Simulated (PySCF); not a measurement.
PySCF 2.14 output of an unrestricted wB97M-V calculation on a single atom or ion in aug-cc-pVDZ-PP with ECP10MDF (5s5p4d2f, 54 functions), with scalar relativity through the core potential:

```
SCF conv_tol = 1e-09
number electrons alpha = 11  beta = 8
    N. Mardirossian and M. Head-Gordon.,  J. Chem. Phys. 144, 214110 (2016)
cycle= 1 E= -196.838409178841  delta_E= -0.0119  |g|=  0.1  |ddm|= 0.638
cycle= 2 E= -196.837628288262  delta_E= 0.000781  |g|= 0.13  |ddm|= 0.305
cycle= 3 E= -196.840046553565  delta_E= -0.00242  |g|= 0.00693  |ddm|= 0.157
cycle= 4 E= -196.840063137709  delta_E= -1.66e-05  |g|= 0.00182  |ddm|= 0.0293
cycle= 5 E= -196.840066892934  delta_E= -3.76e-06  |g|= 0.000544  |ddm|= 0.00696
cycle= 6 E= -196.840068244606  delta_E= -1.35e-06  |g|= 0.00015  |ddm|= 0.00352
cycle= 7 E= -196.840068336155  delta_E= -9.15e-08  |g|= 2.82e-05  |ddm|= 0.00106
cycle= 8 E= -196.84006833763  delta_E= -1.48e-09  |g|= 5.09e-06  |ddm|= 0.000154
cycle= 9 E= -196.840068337658  delta_E= -2.84e-11  |g|= 7.06e-07  |ddm|= 2.18e-05
converged SCF energy = -196.840068337658  <S^2> = 3.7505558  2S+1 = 4.0002779
```

The run itself started from symmetry-adapted Hartree-Fock orbitals and held the occupation by maximum overlap, on a logarithmic radial grid, so the iterations belong to that start.

Question: Which element, charge and spin multiplicity is this?

Answer: Cu (copper, neutral), multiplicity 4; the state was [Ar] 3d9 4s1 5s1, high-spin 4D determinant (an excited configuration).

Energies and moments cover only the electrons outside the core potential. The outer electron is Rydberg-like, and this basis confines it to a smaller radius and binds it less than a complete one would.
